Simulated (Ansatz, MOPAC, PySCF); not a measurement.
Complex: H2O (SMILES O) (first 3 atoms) with CH2O (SMILES C=O); geometry from B3LYP-D3(BJ)/def2-TZVP, rigid monomers moved along the line of their centres of mass till H2···O5 is 2.78 Å.
(charge 0, multiplicity 1):
```xyz
7

O      0.27470    -0.11455     0.53960
H     -0.46270    -0.44100     1.07826
H     -0.04262    -0.11150    -0.36776
C     -0.61837    -0.44912     4.32285
O     -1.49731    -0.87322     3.61745
H      0.30182    -0.01164     3.90027
H     -0.70088    -0.48229     5.42393
```

Counterpoise-corrected where a basis set is named; no monomer relaxation. Rows marked so take none.

Frozen-core correlation. CBS: X⁻³ extrapolation of the correlation energy, Hartree–Fock from the larger set. Rows in 3-21G, 6-311+G**, 6-31G* carry no dispersion term and start afresh at each structure (6-31G* with six Cartesian d functions). MP2/6-31G* freezes PySCF's default core. The state that PM6 reach isn't checked.

The values were computed with Ansatz (a program for electronic structure) with Gaussian orbitals; MOPAC for PM6 (differences of heats of formation); PySCF for 3-21G rows, 6-311+G** rows, 6-31G* rows, the dispersion terms. 

Other levels give for the interaction energy: PBE/def2-TZVPPD -2.58; B3LYP/def2-TZVPPD -2.34; B3LYP-D3(BJ)/def2-TZVPPD -2.89; wB97M-V/def2-TZVPPD -2.84; CCSD(T)/CBS(aug-cc-pVDZ, aug-cc-pVTZ) -2.88 kcal/mol.

Common cheap choices:

| level | interaction energy (kcal/mol) | less -2.88 (CCSD(T)/CBS(aug-cc-pVDZ, aug-cc-pVTZ)) |
|---|---|---|
| PM6 | -2.27 | 0.61 |
| HF/3-21G (no counterpoise) | -3.83 | -0.95 |
| HF/6-31G* | -2.75 | 0.12 |
| HF/6-31G* (no counterpoise) | -3.41 | -0.53 |
| B3LYP/6-31G* (no counterpoise) | -3.32 | -0.44 |
| B3LYP/6-311+G** (no counterpoise) | -2.69 | 0.19 |
| M06-2X/6-31G* (no counterpoise) | -3.56 | -0.68 |
| MP2/6-31G* | -2.59 | 0.29 |
